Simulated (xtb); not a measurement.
C2H6Se2, triplet, geometry from GFN2-xTB (a higher spin typed on purpose: for a closed-shell molecule this is an excited state); GFN2-xTB (xtb 6.7.1).

Input for xtb:
```
$ xtb mol.xyz --gfn 2 --chrg 0 --uhf 2 --json

# file mol.xyz
10

C      2.40875418    -0.26064206    -0.23201032
Se     1.01985446     0.63884044     0.78167986
Se    -1.02004397    -0.60506750    -0.80786586
C     -2.40809348     0.14289589     0.32330536
H      3.07404785     0.48926084    -0.65116992
H      1.94591868    -0.84423107    -1.02483603
H      2.95997754    -0.91019872     0.44271511
H     -3.08089474     0.73094318    -0.29492084
H     -1.94549437     0.76861453     1.08346566
H     -2.95107589    -0.67619174     0.78729998
```

Write the output that xtb gives for this input, abridged.


```
   ID    Z sym.   atoms
    1    6 C      1, 4
    2   34 Se     2, 3
    3    1 H      5-10

           -------------------------------------------------
          |                Calculation Setup                |
           -------------------------------------------------

           -------------------------------------------------
          |                 G F N 2 - x T B                 |
           -------------------------------------------------

          ...................................................
          :                      SETUP                      :
          :.................................................:
          :  # basis functions                  34          :
          :  # atomic orbitals                  32          :
          :  # shells                           16          :
          :  # electrons                        26          :
          :  max. iterations                   250          :
          :  Hamiltonian                  GFN2-xTB          :
          :  restarted?                      false          :
          :  GBSA solvation                  false          :
          :  PC potential                    false          :
          :  electronic temp.          300.0000000     K    :
          :  accuracy                    1.0000000          :
          :  -> integral cutoff          0.2500000E+02      :
          :  -> integral neglect         0.1000000E-07      :
          :  -> SCF convergence          0.1000000E-05 Eh   :
          :  -> wf. convergence          0.1000000E-03 e    :
          :  Broyden damping             0.4000000          :
          :  net charge                          0          :
          :  unpaired electrons                  2          :
          ...................................................

 iter      E             dE          RMSdq      gap      omega  full diag
   1    -13.7210878 -0.137211E+02  0.321E+00    4.44       0.0  T
   2    -13.7528271 -0.317392E-01  0.248E+00    3.96       1.0  T
   3    -13.7550869 -0.225981E-02  0.135E+00    4.02       1.0  T
   4    -13.7554449 -0.358052E-03  0.491E-01    4.02       1.0  T
   5    -13.7554889 -0.439875E-04  0.128E-01    4.01       1.0  T
   6    -13.7554865  0.242275E-05  0.621E-02    4.01       1.0  T
   7    -13.7554911 -0.457392E-05  0.103E-02    4.01       3.1  T
   8    -13.7554910  0.469642E-07  0.619E-03    4.01       5.1  T
   9    -13.7554911 -0.516501E-07  0.253E-03    4.01      12.5  T
  10    -13.7554911 -0.874202E-08  0.570E-04    4.01      55.4  T
  11    -13.7554911 -0.425034E-09  0.758E-05    4.01     417.1  T

   *** convergence criteria satisfied after 11 iterations ***

 transition dipole moment (au) for excitation:          13          14
     X       Y       Z
   0.0001  -0.0209   0.0162  total (au/Debye):    0.026   0.067
 dE (eV)             :    0.943
 oscillator strength :  0.22896E-04

         :::::::::::::::::::::::::::::::::::::::::::::::::::::
         ::                     SUMMARY                     ::
         :::::::::::::::::::::::::::::::::::::::::::::::::::::
         :: total energy             -13.641243447739 Eh    ::
         :: gradient norm              0.000264444310 Eh/a0 ::
         :: HOMO-LUMO gap              4.012466675963 eV    ::
         ::.................................................::
         :: SCC energy               -13.755491256002 Eh    ::
         :: -> isotropic ES            0.003022406169 Eh    ::
         :: -> anisotropic ES         -0.000371444229 Eh    ::
         :: -> anisotropic XC          0.005961858516 Eh    ::
         :: -> dispersion             -0.006026052278 Eh    ::
         :: repulsion energy           0.114247808264 Eh    ::
         :: add. restraining           0.000000000000 Eh    ::
         :: total charge               0.000000000002 e     ::
         :::::::::::::::::::::::::::::::::::::::::::::::::::::

           -------------------------------------------------
          |                Property Printout                |
           -------------------------------------------------

    * Orbital Energies and Occupations

         #    Occupation            Energy/Eh            Energy/eV
      -------------------------------------------------------------
         1        2.0000           -0.7464729             -20.3126
         2        2.0000           -0.7432699             -20.2254
         3        2.0000           -0.6020386             -16.3823
         4        2.0000           -0.6017436             -16.3743
         5        2.0000           -0.5011674             -13.6375
         6        2.0000           -0.5006450             -13.6232
         7        2.0000           -0.5003498             -13.6152
         8        2.0000           -0.4984005             -13.5622
         9        2.0000           -0.4600668             -12.5191
        10        2.0000           -0.4568656             -12.4319
        11        2.0000           -0.4001770             -10.8894
        12        1.9993           -0.3813705             -10.3776
        13        1.0007           -0.3674630              -9.9992
        14        1.0000           -0.3328138              -9.0563 (HOMO)
        15                         -0.1853584              -5.0439 (LUMO)
        16                         -0.1835835              -4.9956
        17                         -0.0142752              -0.3884
        18                          0.0286173               0.7787
        19                          0.0364514               0.9919
        20                          0.0550211               1.4972
        21                          0.0628288               1.7097
        22                          0.0680180               1.8509
        23                          0.0732141               1.9923
        24                          0.1280927               3.4856
        25                          0.1849239               5.0320
       ...                                ...                  ...
        32                          0.5956525              16.2085
      -------------------------------------------------------------
                  HL-Gap            0.1474554 Eh            4.0125 eV
             Fermi-level           -0.3167514 Eh           -8.6192 eV

     #   Z          covCN         q      C6AA      α(0)
     1   6 C        3.744    -0.067    21.856     6.669
     2  34 Se       1.550    -0.129   238.835    26.950
     3  34 Se       1.550    -0.129   238.835    26.950
     4   6 C        3.744    -0.067    21.856     6.669
     5   1 H        0.925     0.064     2.157     2.297
     6   1 H        0.925     0.069     2.102     2.267
     7   1 H        0.925     0.064     2.153     2.294
     8   1 H        0.925     0.064     2.157     2.297
     9   1 H        0.925     0.069     2.102     2.267
    10   1 H        0.925     0.064     2.153     2.294

 Mol. C6AA /au·bohr⁶  :       2390.376014
 Mol. C8AA /au·bohr⁸  :     116068.566274
 Mol. α(0) /au        :         80.954205

Wiberg/Mayer (AO) data.
largest (>0.10) Wiberg bond orders for each atom

 ---------------------------------------------------------------------------
     #   Z sym  total        # sym  WBO       # sym  WBO       # sym  WBO
 ---------------------------------------------------------------------------
     1   6 C    3.982 --     2 Se   1.057     5 H    0.970     7 H    0.969
                             6 H    0.967
     2  34 Se   2.187 --     1 C    1.057     3 Se   1.035
     3  34 Se   2.187 --     4 C    1.057     2 Se   1.035
     4   6 C    3.982 --     3 Se   1.057     8 H    0.970    10 H    0.969
                             9 H    0.967
     5   1 H    0.995 --     1 C    0.970
     6   1 H    0.995 --     1 C    0.967
     7   1 H    0.995 --     1 C    0.969
     8   1 H    0.995 --     4 C    0.970
     9   1 H    0.995 --     4 C    0.967
    10   1 H    0.995 --     4 C    0.969
 ---------------------------------------------------------------------------

Topologies differ in total number of bonds
Writing topology from bond orders to xtbtopo.mol

molecular dipole:
                 x           y           z       tot (Debye)
 q only:        0.000      -0.048       0.037
   full:        0.000      -0.066       0.052       0.214
molecular quadrupole (traceless):
                xx          xy          yy          xz          yz          zz
 q only:        6.099      -2.176      -2.911      -2.869      -0.602      -3.188
  q+dip:        8.834      -2.075      -3.799      -2.754      -2.463      -5.034
   full:        9.119      -2.731      -3.985      -3.604      -2.314      -5.134

           -------------------------------------------------
          | TOTAL ENERGY              -13.641243447739 Eh   |
          | GRADIENT NORM               0.000264444310 Eh/α |
          | HOMO-LUMO GAP               4.012466675963 eV   |
           -------------------------------------------------

normal termination of xtb
```
